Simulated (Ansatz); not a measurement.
Abridged output of a molecular run in Ansatz:

```
Functional definition: HF
1399 factors; integrals over basis functions are off by at most 1.1e-3 eV
mean field evaluation 1: about -132296.9393 eV, gradient 3.7e1 eV
mean field evaluation 2: about -132297.1048 eV, gradient 3.7e1 eV
mean field evaluation 4: about -132300.1330 eV, gradient 3.1e0 eV
mean field evaluation 8: about -132300.1844 eV, gradient 3.0e-1 eV
mean field -132300.18462307 eV, -4861.9421086120 hartree, gradient 3.6e-6 eV, S^2 0.000000; 0 other end points of the search recorded, 0 dependent functions left out
24 core orbitals not correlated: weight in the atoms' cores, before any rotation towards them, 1.000 or more for the frozen orbitals, at most 0.000 for the correlated occupied ones
reference -132300.18462307 eV, -4861.9421086120 hartree; 22, 22 occupied and 179, 179 virtual orbitals, 1399 factors
second order -23.38414686 eV of doubles, -0.00000000 eV of singles
cycle   1  -23.29659698 eV  change    8.8e-2 eV  update   1.1e-1
cycle   2  -23.98101646 eV  change   -6.8e-1 eV  update   3.3e-2
cycle   3  -24.08808637 eV  change   -1.1e-1 eV  update   1.6e-2
cycle   4  -24.06861213 eV  change    1.9e-2 eV  update   3.9e-3
cycle   5  -24.06872569 eV  change   -1.1e-4 eV  update   1.7e-3
cycle   6  -24.06908833 eV  change   -3.6e-4 eV  update   5.0e-4
cycle   7  -24.06875536 eV  change    3.3e-4 eV  update   2.0e-4
cycle   8  -24.06874800 eV  change    7.4e-6 eV  update   7.5e-5
cycle   9  -24.06879377 eV  change   -4.6e-5 eV  update   3.0e-5
perturbative correction -0.87198084 eV, -0.0320447047 hartree
Total energy: -132325.12539769 eV, -4862.8586651735 hartree
```

Its atoms:

Cartesian coordinates in Å:
```
O -0.0709 -1.6247 1.0853
Si 0.5863 -0.2434 0.4561
Ga -1.0337 0.7419 -1.0203
Br -0.2425 2.6930 -1.9762
H 0.4606 -2.1347 1.6989
H 0.9411 0.7314 1.5284
H 1.8407 -0.5293 -0.2994
H -2.4815 0.3657 -1.4728
```

(1) Which basis set was used?
A. def2-TZVPP
B. def2-SVP
C. cc-pV(D+d)Z
D. def2-SVPD

(2) Write the keys of the input that set method, charge and spin (a neutral closed shell needs none for the last two).

Answers

(1) A. It gives 225 functions.

(2) 
```yaml
correlation: {method: ccsd_t}
```
